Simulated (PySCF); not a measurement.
NMR data simulated for an unnamed compound:

¹H NMR (600 MHz, computed): δ 4.90 (m, 2H).

¹³C{¹H} NMR (computed): δ 166.6 (C), 166.0 (C), 140.1 (C), 64.7 (CH2).

PySCF 2.14.0 with density-fitted response routines calculation with GFN2-xTB structure and PBE0/pcSseg-1 with gauge-including orbitals; no solvent, single conformer, equivalent nuclei averaged, non-relativistic Hamiltonian.

δ = σ(ref) − σ, references computed at the same level: ¹H, ¹³C vs TMS.

**Question.** Which of these does the molecule contain: an ester, a (CH3)2CH unit, a non-aromatic C=C double bond, a C≡C triple bond, a tert-butyl group?

**Answer.** 
- An ester: yes (δC 166.0).
- A (CH3)2CH unit: no.
- A non-aromatic C=C double bond: yes.
- A C≡C triple bond: no.
- A tert-butyl group: no.

The data belong to `FC1=C(F)C(=O)OC1`, C$_{4}$H$_{2}$F$_{2}$O$_{2}$; they needn't prove each group on their own.

Carbon signals by region: 2 in the far downfield region (above 160 ppm), 1 in the sp2 and nitrile region (100–160 ppm), 1 at 50–100 ppm. Above 160 ppm: 166.6, β carbon of a C=C–C=O unit, 166.0, ester carbonyl carbon.

Splittings by ¹⁹F in the carbon and heteronuclear signals aren't shown, as no couplings were computed. Shifts are as computed. Against solution values, carbons near 30 ppm lie about +3 ppm off and those near 130 ppm about +5 ppm. Of 1211 compounds with measured shifts, 218 miss one by over three times the rms of a fit or turn the order of signals round; such compounds aren't used in these exercises.
